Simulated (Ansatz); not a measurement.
```xyz
15

C     0.263    1.725    0.093
N     0.166    0.268    0.202
Si    1.633   -0.576    0.539
Si   -1.362   -0.405   -0.216
O    -1.801   -0.164   -1.772
O    -1.327   -2.024    0.035
H     0.886    2.137    0.893
H    -0.726    2.184    0.185
H     0.684    2.044   -0.867
H     2.544   -0.678   -0.637
H     2.366    0.155    1.609
H     1.320   -1.953    1.002
H    -2.405    0.305    0.554
H    -1.339   -0.664   -2.447
H    -0.903   -2.354    0.827
```

Charge 0, multiplicity 1.

(1) List the PBE/def2-TZVPP orbital energies in eV (the Gaussian-basis code of Ansatz). (Best estimate.)

## Answers

(1) Ansatz gave: Occupied: -1780.32, -1779.81, -510.32, -510.19, -380.24, -269.83, -137.88, -137.53, -94.66, -94.63, -94.59, -94.28, -94.26, -94.24, -25.34, -24.77, -21.83, -16.54, -14.41, -13.24, -12.76, -11.70, -10.85, -10.59, -9.63, -9.12, -8.61, -8.44, -8.32, -8.25, -7.75, -7.46, -5.94. Lowest empty: -0.55, 0.13, 0.14, 0.38, 0.81, 0.96, 1.69, 1.86.
